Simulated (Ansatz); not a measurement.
A calculation with Ansatz (development build ahead of 0.2.0).

```yaml
crystal:
  periodic: [false, false, false]
  atoms:
    - { symbol: Ti, position_ang: [0.0, 0.0, 0.0] }
    - { symbol: Br, position_ang: [0.0, 0.0, 5.0] }
basis:
  gaussian: { orbitals: pcseg-2 }
magnetization:
  spin_polarized: true
  initial_magnetization: 3
hamiltonian:
  xc: pbe0
```

The input is written out in the form of the current development build from the run's settings.

The run gave:

```
Converged                       : yes
Total energy                    : -3423.04562 hartree
Spin squared of the determinant : 4.201
Stability test                  : minimum
```

Caution: other spin multiplicities were not run; the unrestricted determinant is spin contaminated.
